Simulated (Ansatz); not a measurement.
Correlation energies of CH₅AlOSi by basis set

Cartesian coordinates in Å:
```
O -1.308 0.513 -0.329
C -0.099 0.446 0.636
Al 0.413 0.365 -1.253
Si 0.589 -1.294 0.370
H -1.628 1.423 -0.315
H -0.326 0.992 1.545
H 0.617 1.368 -2.455
H -0.172 -2.521 0.757
H 1.915 -1.292 1.044
```

Charge 0, multiplicity 1. The bonds changed during the relaxation, so this is another structure than the one it started from. Geometry: relaxed with PBE0-D4/def2-TZVP. It is one conformer, not always the lowest. Frozen core, restricted reference, Ansatz 0.2.0. CBS rows extrapolate triple and quadruple zeta; past MP2 they add the triple-zeta difference.

```tsv
basis	HF (Eh)	MP2 corr.	CCSD corr.	(T)	CCSD(T) total
def2-SVP	-646.14382	-0.48671	?	?	?
def2-TZVPP	-646.47062	-0.61115	?	-0.02770	?
def2-QZVPP	?	-0.65615	–	–	–
CBS(def2)	-646.49468	-0.68948	-0.72735	as TZ	-647.24973
```

Q: Fill in the withheld values. (Estimate.)

A: Ansatz gave: def2-SVP CCSD corr.: -0.53081; def2-SVP (T): -0.01692; def2-SVP CCSD(T) total: -646.69155; def2-TZVPP CCSD corr.: -0.64903; def2-TZVPP CCSD(T) total: -647.14735; def2-QZVPP HF (Eh): -646.49177.
